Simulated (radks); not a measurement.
Values are calculated unless marked as measured or tabulated.
Ionisation of Ti16+, [He] 2s2 2p2, to Ti17+, [He] 2s2 2p1, under several functionals. Scalar-relativistic Kohn-Sham, spin-polarised, spherical densities, finite nucleus; open shells are filled with parallel spins first; a radial shooting solver on a logarithmic mesh with Libxc functionals. The NIST Atomic Spectra Database gives 1130.2 eV (semi-empirical). Rank these functionals by the error of their Delta-SCF ionisation energy: r2SCAN; exchange-only LDA; BP86; LDA (Slater exchange, Perdew-Wang correlation); AM05; BLYP; exchange-only B88.

Answer. From best to worst: AM05 1131.0 eV (+0.8); exchange-only LDA 1129.1 eV (-1.1); LDA (Slater exchange, Perdew-Wang correlation) 1131.4 eV (+1.2); exchange-only B88 1131.7 eV (+1.5); BP86 1132.5 eV (+2.3); BLYP 1132.9 eV (+2.7); r2SCAN 1134.0 eV (+3.8). Open shells are spherical and high-spin; term and fine-structure splittings are not resolved.
